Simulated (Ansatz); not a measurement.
`[CH]1=NC[CH2][GeH2]1` → 3 C• + Ge• + 7 H• + N•  (atomization)

Gas-phase electronic energies from Ansatz, PBE0-D4/def2-TZVP geometries. CCSD(T)/CBS adds triple-zeta CCSD(T) − MP2 to the extrapolated MP2 energy (def2 sets, frozen cores). This one scheme is used for every species, atoms too. Functionals use def2-TZVPP. Open shells (•) are unrestricted, without spin–orbit coupling. Spin–orbit coupling would lower the free atoms: a little for C; clearly for Ge. For Ge outer-core shells are correlated without core-valence functions, so the limit isn't a true one: a few kJ/mol of doubt a bond, and 10 to 20 or more in all where bonds break to atoms. Scalar relativity is left out up to krypton.

CCSD(T)/CBS gives +4527.0 kJ/mol.

(1) Another level gave +4532.4 kJ/mol. Which?
A. ωB97X-V/def2-TZVPP
B. r2SCAN/def2-TZVPP
C. CCSD/def2-TZVPP
D. PBE0/def2-TZVPP

Largest T1 diagnostic among the species: 0.012.

Results:

(1) D. PBE0 4532.4, ωB97X-V 4545.3, CCSD/def2-TZVPP 4342.0, r2SCAN 4525.4 kJ/mol.

The D4 term adds +43.1 kJ/mol with B3LYP and +22.4 kJ/mol with PBE0; it sums over pairs of atoms, weighted by their polarisabilities, and B3LYP, whose exchange is more repulsive, gets the larger term. In def2-TZVPP, CCSD(T) changes the Hartree–Fock value by +1207.1 kJ/mol (the triples alone add +77.8 kJ/mol) and MP2 by +1263.8 kJ/mol; breaking electron pairs costs correlation energy, which Hartree–Fock lacks. From PBE to PBE0 (25 % exact exchange), in def2-TZVPP and without D4, ΔE moves by −80.9 kJ/mol: exact exchange takes away binding that semilocal exchange gives to molecules.

B3LYP here is the variant with VWN-RPA as its local correlation; programs differ in this.

For atomizations the MP2-based limit and the directly extrapolated one differ by several kJ/mol either way, and by 10 to 25 for some Ge, Se and Sn compounds, so smaller differences from it don't rank the levels.
